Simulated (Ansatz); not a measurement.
Consider the cleavage of the Si–Si bond: `[SiH3][SiH2][SiH2][SiH2][GeH3]` + `O[SiH2]O` → `O[SiH2]O[SiH2][SiH3]` + `[SiH3][SiH2][GeH3]`.

Computed with Ansatz on PBE0-D4/def2-TZVP structures; ΔE is electronic, products minus reactants. CBS: MP2 limit from def2 TZ/QZ plus the TZ coupled-cluster correction, frozen cores. Functionals use def2-TZVPP. B3LYP here is the variant with VWN-RPA as its local correlation; programs differ in this. For Ge outer-core shells are correlated without core-valence functions, which leaves a few kJ/mol of doubt a bond. Scalar relativity is left out up to krypton. Each species was taken in one conformer, which may not be the lowest.

`[SiH3][SiH2][SiH2][SiH2][GeH3]`:

Cartesian coordinates in Å:
```
Si -0.686 2.372 -0.949
Si 0.367 1.651 1.011
Si 1.821 -0.112 0.513
Si 0.651 -1.703 -0.736
Ge -1.393 -2.241 0.360
H -1.604 3.511 -0.684
H 0.335 2.800 -1.943
H -1.470 1.251 -1.532
H -0.666 1.165 1.970
H 1.099 2.782 1.648
H 2.985 0.403 -0.262
H 2.328 -0.737 1.767
H 1.459 -2.940 -0.925
H 0.342 -1.138 -2.079
H -1.117 -2.750 1.784
H -2.170 -3.326 -0.405
H -2.281 -0.988 0.462
```

`O[SiH2]O`:

Cartesian coordinates in Å:
```
O 0.147 -0.700 -1.262
Si -0.329 0.279 -0.033
O 0.564 0.098 1.333
H 1.013 -0.549 -1.642
H -0.158 1.708 -0.381
H -1.745 -0.095 0.191
H 0.508 -0.740 1.794
```

`O[SiH2]O[SiH2][SiH3]`:

Z-matrix (Å, degrees):
```
Si
O 1 1.631
O 1 1.638 2 112.4
H 1 1.482 2 106.2 3 121.6
H 1 1.480 2 109.8 3 -116.3
Si 2 1.645 1 142.5 3 70.5
H 3 0.958 1 118.3 2 71.2
Si 6 2.347 2 111.8 1 27.3
H 6 1.487 2 107.8 1 148.6
H 6 1.489 2 109.3 1 -94.3
H 8 1.488 6 110.8 2 -60.0
H 8 1.489 6 108.9 2 -179.6
H 8 1.488 6 111.0 2 60.9
```

`[SiH3][SiH2][GeH3]`:

Z-matrix (Å, degrees):
```
Si
Si 1 2.337
H 1 1.488 2 109.7
H 1 1.488 2 111.3 3 120.4
H 1 1.488 2 109.7 3 -119.2
Ge 2 2.380 1 110.4 3 59.6
H 2 1.490 1 109.9 3 -179.8
H 2 1.490 1 109.9 3 -61.0
H 6 1.538 2 110.2 1 -59.7
H 6 1.538 2 110.2 1 59.6
H 6 1.538 2 111.3 1 179.9
```

```tsv
level	ΔE (kJ/mol)	difference from CCSD(T)/CBS
PBE-D4	-53.8	23.0
r2SCAN-D4	-72.7	4.1
PBE0-D4	-60.4	16.4
B3LYP-D4	-80.4	-3.6
ωB97X-V	-78.4	-1.6
ωB97M-V	-80.4	-3.6
B2PLYP	-87.5	-10.7
PBE	-59.4	17.4
r2SCAN	-74.5	2.3
PBE0	-65.9	10.9
B3LYP	-89.5	-12.7
HF/def2-TZVPP	-115.6	-38.8
MP2/def2-TZVPP	-79.6	-2.8
SCS-MP2/def2-TZVPP	-89.0	-12.2
CCSD/def2-TZVPP	-83.4	-6.6
CCSD(T)/def2-TZVPP	-77.5	-0.7
HF/def2-QZVPP	-118.7	-41.9
MP2/def2-QZVPP	-80.3	-3.5
SCS-MP2/def2-QZVPP	-89.6	-12.8
HF/CBS(def2)	-119.2	-42.4
MP2/CBS(def2)	-78.9	-2.1
CCSD/CBS(def2)	-82.6	-5.8
CCSD(T)/CBS	-76.8	0
```

Largest T1 diagnostic among the species: 0.013.

The D4 term adds +9.1 kJ/mol with B3LYP and +5.5 kJ/mol with PBE0; it sums over pairs of atoms, weighted by their polarisabilities, and B3LYP, whose exchange is more repulsive, gets the larger term. From PBE to PBE0 (25 % exact exchange), in def2-TZVPP and without D4, ΔE moves by −6.5 kJ/mol.
